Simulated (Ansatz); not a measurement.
Reactions of CH₅BO₂Se, SMILES `OCOB[SeH]`.

Computed with Ansatz on PBE0-D4/def2-TZVP structures; ΔE is electronic, products minus reactants. CCSD(T)/CBS adds triple-zeta CCSD(T) − MP2 to the extrapolated MP2 energy (def2 sets, frozen cores). This one scheme is used for every species. DFT in def2-TZVPP. def2 core potentials past Kr. For Ge, Se, Sn outer-core shells are correlated without core-valence functions, which leaves a few kJ/mol of doubt a bond. Scalar relativity is left out up to krypton. One conformer a species, not always the lowest.

| reaction | CCSD(T)/CBS(def2) (eV) |
| --- | --- |
| `OCOB[SeH]` + H₂Se → `[SeH][SeH]` + `BOCO` | 0.67 |
| `OCOB[SeH]` + `B1O[SiH2]1` → `[SeH][SiH]1BO1` + `BOCO` | -0.09 |
| `OCOB[SeH]` + `B1CO1` → `[SeH]C1BO1` + `BOCO` | 1.04 |
| `OCOB[SeH]` + `[F][SnH]([F])[F]` → `[F][Sn]([F])([F])[SeH]` + `BOCO` | -0.16 |
| `OCOB[SeH]` + `C[O][GeH3]` → `C[O][GeH2][SeH]` + `BOCO` | -0.08 |
| `OCOB[SeH]` + `N[SiH3]` → `[SiH3]NB[SeH]` + `OCO` | -0.05 |
| `OCOB[SeH]` + `N=C[SiH3]` → `BOCO` + `N=C[SiH2][SeH]` | ? |
| `OCOB[SeH]` + `[OH][AlH2]` → `[OH][AlH][BH][SeH]` + `OCO` | ? |

**Question.** Fill in the missing values. (Estimate.)

**Answer.** Ansatz gave: `OCOB[SeH]` + `N=C[SiH3]` → `BOCO` + `N=C[SiH2][SeH]`: -0.04 eV; `OCOB[SeH]` + `[OH][AlH2]` → `[OH][AlH][BH][SeH]` + `OCO`: +1.22 eV.

Largest T1 diagnostic: 0.017, for `B1O[SiH2]1`.
